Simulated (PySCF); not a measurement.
HO4S, charge -1, multiplicity 1.

```xyz
6

O     -0.8159     0.3626    -1.2401
S     -0.1409    -0.0562     0.0000
O      0.3644    -1.4529     0.0000
O     -0.8159     0.3626     1.2401
O      1.3029     0.8240     0.0000
H      1.9701     0.1288     0.0000
```
Charge -1, spin multiplicity 1.

Geometry optimised at PBE0-D3(BJ)/def2-SVPD. The multiplicity is an assumed one; other spin states were not compared. The isomer is the one that the SMILES or the coordinates give; other isomers of the formula were not compared. Other conformers were not sampled.

All values below come from KT2/pcSseg-1 in PySCF. Non-relativistic, no solvent.

Computed absolute GIAO shielding of each atom: isotropic value and principal components (ppm):
| atom | σ(iso) | σ11 | σ22 | σ33 | span |
|---|---|---|---|---|---|
| O1 | 86.8 | 30.3 | 68.6 | 161.5 | 131.2 |
| S2 | 180.4 | 57.0 | 202.4 | 281.7 | 224.6 |
| O3 | 82.5 | -4.7 | 66.8 | 185.3 | 190.0 |
| O4 | 86.8 | 30.3 | 68.6 | 161.5 | 131.2 |
| O5 | 106.3 | 7.3 | 14.2 | 297.4 | 290.1 |
| H6 | 28.3 | 23.4 | 26.3 | 35.2 | 11.8 |
